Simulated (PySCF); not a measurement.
B3LYP has the VWN-RPA correlation part, as in Gaussian. Delta-SCF ions had no search for a lower state. Excitations are Tamm–Dancoff values on a coarser integration grid. The basis has no diffuse functions, so Rydberg states are missing or too high.

Z-matrix (Å, degrees):
```
C
H 1 1.0950
H 1 1.0957 2 106.30
C 1 1.5259 2 109.48 3 118.45
H 4 1.0912 1 111.40 2 -57.24
H 4 1.0922 5 107.27 1 122.32
H 4 1.0933 5 107.73 6 115.75
C 1 1.5329 2 108.47 3 -116.95
H 8 1.0931 1 109.10 2 52.78
H 8 1.0945 9 106.27 1 117.66
N 8 1.4618 9 107.61 10 114.95
H 11 1.0128 8 111.13 9 -174.97
H 11 1.0141 12 107.10 8 121.05
```
Charge 0, spin multiplicity 1.

### Question
Estimate the LUMO, S1 oscillator strength, T1 excitation (TDA), dipole moment, total energy, vertical ionisation energy (Delta-SCF), HOMO and S1–T1 gap (TDA) that B3LYP-D3(BJ)/def2-TZVP in PySCF returns for this input.

### Answer

The LUMO comes out as 0.69 eV and the S1 oscillator strength comes out as 0.025. The T1 excitation (TDA) is 5.82 eV and the dipole moment is 0.278 e·Å. The total energy is -174.5743 Ha, the vertical ionisation energy (Delta-SCF) is 9.21 eV and the HOMO is -6.53 eV. The S1–T1 gap (TDA) is 0.34 eV.
